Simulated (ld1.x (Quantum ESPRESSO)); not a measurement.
**Before and after: RRKJ potential for carbon**

| Property | Result |
| --- | --- |
| Element | carbon (C) |
| Generator | ld1.x (Quantum ESPRESSO) 7.5 |
| Type | norm-conserving RRKJ (Kleinman–Bylander form) |
| Functional | PBE |
| Relativity | scalar-relativistic |
| Frozen core | [He] |
| Valence charge | 4 |
| Reference configuration | 2s2 2p1.5 (charge +0.5) |
| Partial waves | 2p (bound): rc 2.05 bohr; 3d channel at 0.05 Ry: rc 2.05 bohr; 2s (bound): rc 1.00 bohr |
| Local potential | the s channel |
| Core correction | none |
| rho0 | 0.01 |

Change: core correction a·sin(br)/r model core inside 0.42 bohr.

Cutoffs: the cutoffs (Ry, on a coarse ladder) from which the occupation-weighted sum of valence levels, in a spherical-Bessel basis at the reference potential, stays within 10 and 1 mRy of its value at 400 Ry; they do not see the model core or the augmentation charge, which bear on the density cutoff. Errors are all-electron minus pseudo energies relative to the spin-unpolarised reference configuration.

Task: Predict the effect on cutoff, ghosts and configuration errors.

Result: The potential gets neither clearly harder nor softer (35 Ry and 90 Ry → 35 Ry and 90 Ry); of the 7 tests that both files solve, the error grows in 0 and shrinks in 2 by more than 15 % and 0.3 meV (median size 23.9 → 20.0 meV); neither file shows a bound ghost. A model core, the more so a compact one, raises the density cutoff, which this test does not measure.

| quantity | base | changed |
| --- | --- | --- |
| cutoff, loose | 35 Ry | 35 Ry |
| cutoff, tight | 90 Ry | 90 Ry |
| bound ghosts | none | none |
| error for 2s2 2p2, meV [ΔE -3.96 eV] | +4.8 | +4.6 |
| error for 2s2 2p1, meV [ΔE 6.90 eV] | +14 | +14 |
| error for 2s2 2p0, meV [ΔE 31.05 eV] | +289 | +273 |
| error for 2s1 2p3, meV [ΔE 4.51 eV] | +24 | +20 |
| error for 2s0 2p4, meV [ΔE 13.01 eV] | +33 | +27 |
| error for 2s1 2p0, meV [ΔE 79.25 eV] | +657 | +600 |
| error for 2s2 2p2.3, meV [ΔE -5.12 eV] | +7.8 | +7.5 |
| s: phases at 2.26 bohr within 0.05 rad from the reference energy up to (Ry; the scan ends near 5) | 2.3 | 2.3 |
| p: phases at 2.26 bohr within 0.05 rad from the reference energy up to (Ry; the scan ends near 5) | 1.5 | 1.5 |
| d: phases at 2.26 bohr within 0.05 rad from the reference energy up to (Ry; the scan ends near 5) | to the end of the scan | to the end of the scan |
